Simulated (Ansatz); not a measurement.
FGeH₅O₂Si (`O[SiH](F)[O][GeH3]`), relaxed with RKS PBE0-D4/def2-TZVP in the Gaussian-basis code of Ansatz from a GFN2-xTB geometry. The force threshold is 0.005 eV/Å; the program also tests the step.

Total charge 0; spin multiplicity 1.

Start:

```xyz
10

O     0.824    0.151   -1.575
Si    1.318   -0.214   -0.080
F     2.216    1.013    0.438
O     0.015   -0.349    0.845
Ge   -1.682    0.039    0.657
H     1.449    0.428   -2.240
H     2.093   -1.421    0.058
H    -2.275   -0.600    1.874
H    -2.147   -0.579   -0.626
H    -1.812    1.532    0.648
```

Q: How much energy does the relaxation release, and in how many steps? (Best estimate.)

A: Computed: 9.70 kJ/mol, in 18 steps, 1 of them rejected.

Q: Which bonds change most? (Estimate.)

A: Ansatz gave: Ge5–H9 from 1.498 to 1.534 Å; Ge5–H8 from 1.497 to 1.532 Å; Ge5–H10 from 1.499 to 1.535 Å; O4–Ge5 from 1.751 to 1.786 Å.

Q: Give the relaxed structure. (An estimate is asked.)

A: Ansatz gave: 
```xyz
10

O     0.901    0.162   -1.618
Si    1.323   -0.248   -0.094
F     2.097    0.989    0.553
O    -0.016   -0.583    0.722
Ge   -1.701    0.007    0.660
H     1.536    0.627   -2.162
H     2.246   -1.392   -0.036
H    -2.298   -0.367    2.021
H    -2.406   -0.721   -0.491
H    -1.681    1.527    0.444
```
